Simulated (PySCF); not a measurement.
**Excitation energy of Be by level of theory**

Be [He] 2s2 (1S) → Be [He] 2p2 (3P), as a difference of total energies. Computed with PySCF 2.14 in dyall-av3z (15s9p4d2f, 76 functions), with the non-relativistic Hamiltonian (point nucleus). Correlated levels: valence: 1s2 frozen; virtual orbitals above 40 to 60 times the deepest correlated orbital energy dropped. The calculations carry no spin-orbit coupling.

| method | excitation energy (eV) |
| --- | --- |
| UHF | 6.438 |
| LDA | 5.956 |
| PBE | 5.928 |
| r2SCAN | 6.044 |
| CAM-B3LYP | 6.586 |
| LC-wPBE | 6.608 |
| MN15 | 6.466 |
| B2PLYP | 6.731 |
| MP2 (valence) | 7.067 |

Estimate what SCS-MP2 (valence) gives.

7.336 eV, closest to MP2 (valence) among the rows shown.

Estimate what PBE0 gives.

6.215 eV, closest to r2SCAN among the rows shown.

Errors of the correlated levels include the incompleteness of this basis and the frozen core.

For comparison: 7.401 eV (measured; NIST levels, between the centres of gravity of the two terms).
